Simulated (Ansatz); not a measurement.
Mulliken charges of C3H4OTe (`[TeH]C1=CCO1`) from PBE/def2-TZVPP in Ansatz (PBE0-D4/def2-TZVP geometry).

```
atom   x (Å)   y (Å)   z (Å)  charge (e)
 Te1  -0.678   1.759  -1.923       0.130
  C2  -0.129   0.352  -0.492       0.071
  C3   0.986  -0.277  -0.105      -0.313
  C4   0.109  -1.062   0.823       0.051
  O5  -1.035  -0.304   0.319      -0.241
  H6  -1.413   2.733  -0.799      -0.013
  H7   2.035  -0.228  -0.336       0.128
  H8  -0.029  -2.123   0.603       0.095
  H9   0.242  -0.896   1.894       0.093
```

Question: By hand: the dipole of these point charges (1 e Å = 4.8032 D).

Answer: Σ q r = (0.148, 0.010, -0.086) e Å, of length 0.171 e Å = 0.82 D.

Question: How does the dipole of the full density compare? (Estimate.)

Answer: Ansatz gave: (0.242, -0.107, 0.095) e Å, 1.35 D; the point charges give 0.61 times that, at 57° from its direction.

Point charges leave out the atoms' own dipoles, such as those of lone pairs, and Mulliken's split depends on the basis, so the two needn't agree.
